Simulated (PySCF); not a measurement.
**Static response to an electric field**

AlMe2(tBu), C6H15Al.
Cartesian coordinates in Å at the PBE0-D3(BJ)/def2-SVP level; atoms count from 1:
```xyz
22
C6H15Al angstrom
Al     0.561    0.966   -0.001
C      2.524    0.940   -0.031
H      2.920    0.545    0.921
H      2.977    1.931   -0.192
H      2.901    0.265   -0.818
C     -0.465    2.639   -0.054
H     -1.358    2.554   -0.696
H      0.122    3.505   -0.399
H     -0.840    2.885    0.956
C     -0.433   -0.761    0.051
C     -0.870   -1.045   -1.393
C     -1.677   -0.643    0.935
C      0.450   -1.907    0.547
H     -1.446   -1.990   -1.452
H     -1.521   -0.252   -1.800
H     -0.011   -1.157   -2.079
H     -2.344    0.173    0.609
H     -1.422   -0.457    1.992
H     -2.272   -1.577    0.909
H      0.775   -1.759    1.590
H      1.360   -2.026   -0.064
H     -0.094   -2.871    0.512
```

Level: CAM-B3LYP/def2-SVPD (PySCF), static field, nuclei fixed, core orbitals frozen in the response. The polarisability tensor in these axes (au):

```
x   105.49   1.53  -0.15
y     1.53 107.21  -0.26
z    -0.15  -0.26  89.28
```

Question: What are the eigenvalues, a third of the trace, and Δα (Δα² = ½Σ(αi − αj)² over the three pairs)?

Answer: Principal values 89.28, 104.60 and 108.11 au; mean 100.66 au = 14.92 Å³ = 16.60 × 10⁻⁴⁰ C²·m²/J; Δα = 17.35 au (17 % of the mean).

Question: What is the dipole moment, and where does it point?

Answer: (0.12, 0.21, 0.02) D, 0.24 D in size, pointing from the negative to the positive side. Measured along this direction, the outermost atoms are H14 and H22 at the negative end and H8 and H4 at the positive end.

Question: Rayleigh depolarisation ratio (linearly polarised light, static tensor)?

Answer: ρ = 3Δα²/(45ᾱ² + 4Δα²) = 902.6/(455966 + 1203.5) = 0.00197.

Question: Form Σ f/ω² (atomic units) for the 15 lowest TDDFT singlets, given as eV and f, and set it beside the mean polarisability, which is this sum over all singlets: 4.94, 0.0026; 5.79, 0.0196; 5.81, 0.0001; 6.67, 0.1179; 7.11, 0.1491; 7.22, 0.0052; 7.63, 0.0024; 7.76, 0.0047; 7.95, 0.0007; 7.97, 0.0004; 8.00, 0.0086; 8.08, 0.0964; 8.25, 0.0751; 8.32, 0.0107; 8.41, 0.0107.

Answer: They add up to 7.08 au, 7.0 % of the 100.66 au; the largest single term is 2.18 au, from the state at 7.11 eV. Terms in order: 0.08, 0.43, 0.00, 1.97, 2.18, 0.07, 0.03, 0.06, 0.01, 0.00, 0.10, 1.09, 0.82, 0.11, 0.11 au. Higher excitations give the rest. The strengths listed sum to 0.504.

Question: In a dilute gas of rigid molecules at 400 K, how does the orientational term μ²/3kT compare with the electronic polarisability?

Answer: In Gaussian units μ²/3kT = 0.36 Å³ against 14.92 Å³, a ratio of 0.02; the Debye molar polarisation (4π/3)N_A(α + μ²/3kT) is 38.5 cm³/mol, leaving out the vibrational part.

Question: Traceless (Buckingham) quadrupole moment about the centre of nuclear charge: eigenvalues?

Answer: -3.10, -2.58, 5.67 D·Å. The values depend on the origin, since the dipole doesn't vanish. The electronic extent ⟨r²⟩ about the same centre is 1205 bohr², a root-mean-square distance of 2.30 Å for the 64 electrons.

Question: Directions of the eigenvectors, and the extent of the frame along each?

Answer: Largest value along (0.50, 0.86, -0.02), where the nuclei span 5.71 Å; middle along (0.86, -0.50, 0.00), 4.83 Å; least along (0.01, 0.01, 1.00), 4.07 Å. The response follows the extents in order.

Geometry: PBE0-D3(BJ)/def2-SVP; no solvent, vibrations or thermal averaging.
